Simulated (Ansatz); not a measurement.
RbF2⁻ (the lowest singlet isomer of a short search). The state is a singlet with charge -1. Geometry r2SCAN-D4/def2-TZVPD, basis def2-TZVPD, Ansatz.

```xyz
3

Rb    0.0007    0.0009   -0.0003
F    -1.4079    0.3555   -2.1032
F     1.4072   -0.3565    2.1035
```

| run | HOMO (eV) | LUMO (eV) |
| --- | --- | --- |
| A | -0.72 | 2.77 |
| B | -1.41 | 2.84 |
| C | -2.23 | 2.72 |
| D | -4.08 | 2.89 |
| E | -1.81 | 2.55 |
| F | -4.83 | 2.91 |

In the def2 sets Rb takes a core potential; there is no spin–orbit coupling. HSE06 is defined as in plane-wave codes, on full-range PBE exchange. The structure comes from a short search, and lower isomers may exist.

Task: The runs used BHLYP, HSE06, PBE0, r2SCAN, r2SCANh, ωB97M-V. Estimate which is which.

Result: A r2SCAN (0 % exact exchange); B r2SCANh (10 % exact exchange); C PBE0 (25 % exact exchange); D BHLYP (50 % exact exchange); E HSE06 (range-separated); F ωB97M-V (range-separated). Exact exchange lowers occupied and raises empty levels; among semilocal functionals meta-GGAs tend to open the gap a little, and such runs are hard to tell apart. The gap grows from 3.49 eV (r2SCAN) to 7.73 eV (ωB97M-V).
